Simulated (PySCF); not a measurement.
Compound: C9H7F.
Cartesian coordinates in Å at the PBE0-D3(BJ)/def2-SVP level; atoms count from 1:
```xyz
17
C9H7F angstrom
C     -3.804   -0.105   -0.671
C     -2.386   -0.069   -0.360
C     -1.199   -0.034   -0.103
C      0.193    0.003    0.217
C      0.900   -1.182    0.491
C      2.251   -1.148    0.815
C      2.903    0.078    0.865
F      4.197    0.115    1.180
C      2.237    1.267    0.594
C      0.885    1.225    0.271
H     -4.397    0.392    0.113
H     -4.016    0.406   -1.624
H     -4.165   -1.142   -0.759
H      0.373   -2.137    0.450
H      2.809   -2.061    1.032
H      2.784    2.211    0.641
H      0.348    2.151    0.058
```

The closed-shell ground state was solved at several levels (PySCF, density fitting, gas phase, non-relativistic).

```tsv
level	basis functions	total energy (Eh)	HOMO (eV)	LUMO (eV)	gap (eV)	dipole (D)
PBE0/pcSseg-1	205	-446.3920	-6.55	-0.84	5.71	1.96
CAM-B3LYP/def2-SVPD	259	-446.4249	-7.72	0.17	7.89	2.03
```

(1) Estimate the row for B97-2/pcSseg-1, a basis of 205 functions; the other rows only guide the guess.

(2) Over all these levels, which gives the widest orbital gap and which the narrowest?

(3) How far do the dipole and the HOMO energy spread over the levels?

## Answers

(1) Total energy -446.7510 Eh, HOMO -6.32 eV, LUMO -0.87 eV, gap 5.45 eV, dipole 1.94 D.

(2) CAM-B3LYP/def2-SVPD (range-separated hybrid) has the widest, 7.89 eV, and B97-2/pcSseg-1 (global hybrid, 21 % exact exchange) the narrowest, 5.45 eV. Functional and basis both differ between the two, so the spread mixes both effects.

(3) The dipole runs from 1.94 to 2.03 D (mean 1.98 D) and the HOMO from -7.72 to -6.32 eV.
